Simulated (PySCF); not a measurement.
Ionisation energy along the 16-electron series

Calculated with PySCF 2.14 and a two-component X2C-1e Hamiltonian (Gaussian nucleus, no Breit or QED terms), each ion in its own even-tempered basis scaled to its charge; GMP2 freezes 1s2 and drops the highest virtual spinors. Values in eV. NIST values: (m) measured, (s) semi-empirical, (t) theoretical.

```csv
ion,configuration,GHF (spin-free),GMP2 (spin-free),GHF (screened spin-orbit),GMP2 (screened spin-orbit),NIST
Gd⁴⁸⁺,[Ne] 3s2 3p4,4231.9,4233.2,4193.5,4193.8,4191 ± 4 (t)
Dy⁵⁰⁺,[Ne] 3s2 3p4,4571.2,4572.5,4525.1,4525.5,4523 ± 4 (t)
```

Problem. Fill in the row of Tb⁴⁹⁺.

Solution. configuration: [Ne] 3s2 3p4; GHF (spin-free): 4399.8; GMP2 (spin-free): 4401.1; GHF (screened spin-orbit): 4357.7; GMP2 (screened spin-orbit): 4358.0; NIST: 4355 ± 4 (t).
